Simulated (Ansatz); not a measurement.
Reaction (formal exchange of groups at the Si–O bond): `OCBO[SiH3]` + `CCBr` → `[SiH3]CCBr` + `OBCO`

Isolated molecules relaxed with PBE0-D4/def2-TZVP in Ansatz; ΔE leaves out vibrations. CCSD(T)/CBS is the MP2 limit (def2-TZVPP, def2-QZVPP) plus CCSD(T) − MP2 in def2-TZVPP, frozen cores. For Br outer-core shells are correlated without core-valence functions, which leaves a few kJ/mol of doubt a bond. Scalar relativity is left out up to krypton. One conformer a species, not always the lowest.

```json
{"level": "CCSD/def2-TZVPP", "ΔE (kJ/mol)": "87.8"}
{"level": "CCSD(T)/def2-TZVPP", "ΔE (kJ/mol)": "83.7"}
{"level": "SCS-MP2/def2-QZVPP", "ΔE (kJ/mol)": "91.2"}
{"level": "HF/CBS(def2)", "ΔE (kJ/mol)": "113.8"}
```

**Question.** What does CCSD(T)/CBS give? (An estimate is asked.)

**Answer.** Ansatz gave: +83.7 kJ/mol. The listed levels differ from it by 4.1, 0.0, 7.5, 30.1 kJ/mol.

Largest T1 diagnostic among the species: 0.012.

In def2-TZVPP, CCSD(T) changes the Hartree–Fock value by −28.3 kJ/mol (the triples alone add −4.1 kJ/mol) and MP2 by −27.8 kJ/mol. From PBE to PBE0 (25 % exact exchange), in def2-TZVPP and without D4, ΔE moves by +6.2 kJ/mol.
